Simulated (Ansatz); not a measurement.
Consider the isomerisation: `F[C@@H]1B[Si@H](Cl)C1` → `FC1([SiH3])CB1Cl`.

Calculated with Ansatz (gas phase, PBE0-D4/def2-TZVP geometries, no zero-point term in ΔE). CBS: MP2 limit from def2 TZ/QZ plus the TZ coupled-cluster correction, frozen cores. DFT in def2-TZVPP. B3LYP here is the variant with VWN-RPA as its local correlation; programs differ in this.

CCSD(T)/CBS gives +61.4 kJ/mol.

**Question.** Another level gave +59.2 kJ/mol. Which?
A. B2PLYP/def2-TZVPP
B. B3LYP-D4/def2-TZVPP
C. PBE/def2-TZVPP
D. CCSD/def2-TZVPP

**Answer.** C. PBE 59.2, B3LYP-D4 45.4, B2PLYP 49.4, CCSD/def2-TZVPP 54.0 kJ/mol.

Largest T1 diagnostic among the species: 0.013.

From PBE to PBE0 (25 % exact exchange), in def2-TZVPP and without D4, ΔE moves by +4.3 kJ/mol. In def2-TZVPP, CCSD(T) changes the Hartree–Fock value by +16.0 kJ/mol (the triples alone add +2.2 kJ/mol) and MP2 by +18.4 kJ/mol.
